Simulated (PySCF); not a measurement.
C₄H₉ (SMILES C[C-](C)C), charge -1, singlet, at a GFN2-xTB geometry (in this run its highest filled SCF level lies above zero, so its values depend strongly on the basis, on diffuse functions most of all). Base run: CAMB3LYP/3-21G in PySCF.

The PySCF input:
```python
from pyscf import gto, scf, dft

mol = gto.M(
    atom='''
C     0.00366132   -0.00257993    0.50987381
C     0.00604899    1.42125247   -0.05700883
H    -0.00171725    1.48743097   -1.17683124
H    -0.87186003    1.98005613    0.29102195
H     0.89392380    1.97203055    0.27830152
C     1.22682796   -0.71573222   -0.07658806
H     1.27104904   -0.74055799   -1.19724426
H     2.15487708   -0.23527963    0.25807796
H     1.26497933   -1.76050060    0.25675066
C    -1.23425894   -0.70454644   -0.05885878
H    -1.29484415   -0.72889586   -1.17875997
H    -1.27709886   -1.74894672    0.27506338
H    -2.15298495   -0.21570016    0.28911112
''',
    basis='3-21g',
    charge=-1,
    verbose=4,
    symmetry=True,
)

mf = dft.RKS(mol)
mf.xc = 'camb3lyp'
mf.kernel()
mf.analyze()
```

Variants of this job, named by their change:

| change | ΔE vs base (mEh) | point group used | SCF cycles |
|---|---|---|---|
| base | 0.000 | Cs | 9 |
| irrep_nelec = A':20 A":14 | 598.7 | Cs | 16 |
| symmetry = off | 0.000 | C1 | 9 |
| irrep_nelec = A':24 A":10 | 788.0 | Cs | 13 |
